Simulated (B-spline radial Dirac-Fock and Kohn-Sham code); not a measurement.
## Hg⁴⁺: input and output of one calculation

ΔSCF core binding energies without Breit or QED terms, calculated with a radial finite-basis atomic code. Keys: rel is the Hamiltonian (dirac, or spin-free x2c and nr, where L3 and M5 stand for the whole 2p and 3d shells), method is hf or an exchange,correlation pair (spin-unpolarised, also for the hole states), nuc the nuclear model, radius_factor scales its radius, rmax is the box in bohr, h the logarithmic mesh step, order the B-spline order, points the quadrature points per cell, c_factor scales the speed of light, and damp, ndamp, maxit and tol steer the iteration. The run stops when the commutator error falls below 10·tol·max(1, Z/10), or the numerical noise floor, and the energy has settled to about 1e-8 Ha; the virial ratio is −V/T.

Input (task.json):

```json
{"items": [{"Z": 80, "q": 4, "cfg": [[1, 0, 2], [2, 0, 2], [2, 1, 6], [3, 0, 2], [3, 1, 6], [3, 2, 10], [4, 0, 2], [4, 1, 6], [4, 2, 10], [4, 3, 14], [5, 0, 2], [5, 1, 6], [5, 2, 8]], "A": 202, "rrms": 5.4648, "do": "settings", "holes": ["K", "L3", "M5"],
  "settings": [{"rel": "dirac", "method": "hf", "nuc": "fermi", "radius_factor": 1.0, "rmax": 45.0, "h": 0.3, "order": 8, "points": 10, "c_factor": 1.0, "maxit": 78, "damp": 0.5, "ndamp": 3, "tol": 1e-14}]}]}
```

Command: `python xray2_run.py task.json out`

Ground-state iterations:

```
iter   energy (Ha)        error
   1   -19641.86166693  2.25e+00
   2   -19644.66448767  1.69e-01
   3   -19644.89571601  5.24e-02
   4   -19644.91629182  2.19e-02
   5   -19644.91980951  3.68e-03
   6   -19644.92001895  7.15e-04
   7   -19644.92002084  3.30e-04
   8   -19644.92002178  6.34e-05
   9   -19644.92002182  3.20e-06
  10   -19644.92002182  1.47e-07
  11   -19644.92002182  2.12e-08
```

The ground state converged in 11 iterations, with total energy -19644.92002 Ha, virial ratio 1.86772 and highest orbital energy -63.71 eV. ΔSCF binding energies: K (1s) 83613.6 eV, L3 (2p3/2) 12381.2 eV. Holes are computed only in closed shells, and unreliable hole states are left out.

One setting is outside the advised range (tolerance below the noise), but here it does no visible harm: the result matches the run with default settings.
